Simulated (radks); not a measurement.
Ionisation ladder of neodymium, from Nd XLV to Nd LX. Each ion is in the ground configuration listed by NIST, and IE = E(next ion) - E(this ion), with E = 0 for the bare nucleus. Method: Dirac Kohn-Sham, BLYP, spin-unpolarised, spherical densities, finite nucleus; open shells fill j = l - 1/2 first; Fermi nuclear charge, rms radius 4.9123 fm; computed with a radial shooting solver on a logarithmic mesh with Libxc functionals.

species,configuration,E (hartree),"IE, Delta-SCF (eV)",-e(HOMO) (eV),HOMO,"IE, NIST (eV)",kind,error (eV)
Nd XLV,[Ne] 3s2 3p4,-7862.9673,3569.6,3521.4,3p3/2,3567,theory,+2.6
Nd XLVI,[Ne] 3s2 3p3,-7731.7856,3666.3,3617.9,3p3/2,3662,theory,+4.3
Nd XLVII,[Ne] 3s2 3p2,-7597.0521,3903.0,3852.5,3p1/2,3891,theory,+12.0
Nd XLVIII,[Ne] 3s2 3p1,-7453.6193,4004.1,3953.6,3p1/2,3997,theory,+7.1
Nd XLIX,[Ne] 3s2,-7306.4715,4216.4,4169.6,3s1/2,4198,theory,+18.4
Nd L,[Ne] 3s1,-7151.5227,4308.5,4262.8,3s1/2,4302,theory,+6.5
Nd LI,[Ne],-6993.1888,9761.1,9629.5,2p3/2,9742,theory,+19.1
Nd LII,[He] 2s2 2p5,-6634.4739,10025.8,9893.1,2p3/2,10002,theory,+23.8
Nd LIII,[He] 2s2 2p4,-6266.0319,10292.4,10158.8,2p3/2,10288,theory,+4.4
Nd LIV,[He] 2s2 2p3,-5887.7949,10560.4,10426.2,2p3/2,10555,theory,+5.4
Nd LV,[He] 2s2 2p2,-5499.7085,11418.2,11273.7,2p1/2,11384,theory,+34.2
Nd LVI,[He] 2s2 2p1,-5080.0972,11707.1,11562.8,2p1/2,11694,theory,+13.1
Nd LVII,[He] 2s2,-4649.8687,12124.5,12008.1,2s1/2,12082,theory,+42.5
Nd LVIII,[He] 2s1,-4204.3023,12347.6,12239.4,2s1/2,12341.7,theory,+5.9
Nd LIX,[He],-3750.5376,50570,50080,1s1/2,50339.6,theory,+230.2
Nd LX,1s1,-1892.1326,51488,51052,1s1/2,51515.8,theory,-28.2

Reference values: NIST Atomic Spectra Database (exp. = measured, semi-emp. = semi-empirical, theory = theoretical value adopted there). The ionisation energy per charge of the ion left behind rises most, in proportion, at Nd LIX ([He]), from 212.89 to 857.11 eV. Spin polarisation and multiplet splitting are left out, so open shells lie too high by an amount that depends on their filling.

Beside tabulated values, note that spin-unpolarised runs miss the spin-polarisation part of the exchange energy of open shells.
